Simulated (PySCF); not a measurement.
Telling isomers of C9H11N apart by NMR

Theoretical values (PySCF 2.14): shieldings: GIAO PBE0/pcSseg-1, geometry from GFN2-xTB. Isolated molecule, one computed conformer, non-relativistic Hamiltonian, fast rotation and ring inversion assumed for equivalent nuclei.

Chemical shifts δ = σref − σ; TMS for ¹H (31.72 ppm), ¹³C (186.93 ppm), all at this level. Where no couplings were computed, multiplicities follow the n + 1 count of equivalent neighbours, and m marks all less simple cases (inequivalent or close neighbours, rings, F or P nearby). Shifts are as computed. Against solution values, carbons near 30 ppm lie about +3 ppm off and those near 130 ppm about +5 ppm. Of 1211 compounds with measured shifts, 218 miss one by over three times the rms of a fit or turn the order of signals round; such compounds aren't used in these exercises. OH and NH positions are gas-phase values without hydrogen bonding to other molecules.

(1) Tabulate the signals of `C(=C1CCC1)n1cccc1`, `C=Cc1ccccc1CN` and their relative energies.

(2) What is the quickest way to tell C(=C1CCC1)n1cccc1 from C=Cc1ccccc1CN?

Answers

(1) 
| SMILES | carbon types | δC | δH | E rel. (kcal/mol) |
| --- | --- | --- | --- | --- |
| C(=C1CCC1)n1cccc1 | 1×C 5×CH 3×CH2 | 127.4, 127.1, 122.3, 115.8, 30.5, 29.7, 17.5 | 6.73 (m, 2H), 6.54 (s, 1H), 6.44 (m, 2H), 3.15 (m, 2H), 3.00 (m, 2H), 2.21 (m, 2H) | 20.0 |
| C=Cc1ccccc1CN | 2×C 5×CH 2×CH2 | 150.0, 145.4, 142.7, 134.2, 133.5, 132.9, 132.7, 124.3, 51.9 | 7.70 (m, 1H), 7.55 (m, 1H), 7.53 (m, 1H), 7.51 (m, 1H), 7.36 (d, 1H), 5.97 (m, 1H), 5.68 (m, 1H), 3.99 (s, 2H), 0.93 (br s, 2H) | 0.0 |

Energies are electronic energies at PBE0/pcSseg-1 on these geometries, without zero-point or thermal terms, each for the one conformer computed, which needn't be the lowest.

(2) Count the carbon signals: 7 against 9. The first has an sp3 CH2 in a ring at 17.5 ppm, the second a terminal =CH2 carbon at 124.3 ppm. Their most deshielded carbons lie at 127.4 and 150.0 ppm. In the proton spectra the most deshielded non-exchanging signals are 6.73 (m, 2H) and 7.70 (m, 1H).
